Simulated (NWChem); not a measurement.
BI2 cation

```xyz
3

I     -1.9864    -0.0228     0.0206
B      0.0000     0.0000     0.0000
I      1.9864     0.0228    -0.0206
```
Atoms are numbered in this order, from 1.

Results from NWChem. The geometry was optimised at PBE-D3(BJ)/def2-SVP. def2 effective core potentials on I; no spin-orbit coupling. Vertical excitations in the gas phase; the lowest state need not have the same character in each row.

Question: Order these by “lowest excitation, singlet (eV)”, lowest first: LDA (Slater exchange, VWN5)/def2-SVP, full TDDFT; B3LYP/def2-SVP, full TDDFT; LRC-wPBEh/def2-SVP, full TDDFT.

Answer: LDA (Slater exchange, VWN5)/def2-SVP, full TDDFT (3.96), B3LYP/def2-SVP, full TDDFT (4.18), LRC-wPBEh/def2-SVP, full TDDFT (4.26)
